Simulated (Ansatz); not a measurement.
Reaction (cleavage of the Si–B bond): `OB[Si](F)(F)Cl` + NH₃ → `N[Si](F)(F)Cl` + `BO`

Computed with Ansatz on PBE0-D4/def2-TZVP structures; ΔE is electronic, products minus reactants. CCSD(T)/CBS adds triple-zeta CCSD(T) − MP2 to the extrapolated MP2 energy (def2 sets, frozen cores). This one scheme is used for every species. Functionals use def2-TZVPP. HSE06 is defined as in plane-wave codes. One conformer a species, not always the lowest.

(1) Is it downhill or uphill in electronic energy at CCSD(T)/CBS, and by how much? (An estimate is asked.)

(2) What do these levels give: PBE0-D4, HSE06-D4, B2PLYP, PBE0, CCSD/def2-TZVPP, SCS-MP2/def2-QZVPP? (Estimate.)

Largest T1 diagnostic among the species: 0.014.

Results:

(1) Computed: Downhill: ΔE = -93.2 kJ/mol.

(2) Ansatz gave: PBE0-D4 -84.3, HSE06-D4 -84.2, B2PLYP -94.6, PBE0 -85.0, CCSD/def2-TZVPP -95.7, SCS-MP2/def2-QZVPP -99.7 kJ/mol.

In def2-TZVPP, CCSD(T) changes the Hartree–Fock value by +17.6 kJ/mol (the triples alone add +2.6 kJ/mol) and MP2 by +10.9 kJ/mol. From BLYP to BHLYP (50 % exact exchange), in def2-TZVPP and without D4, ΔE moves by −19.4 kJ/mol.
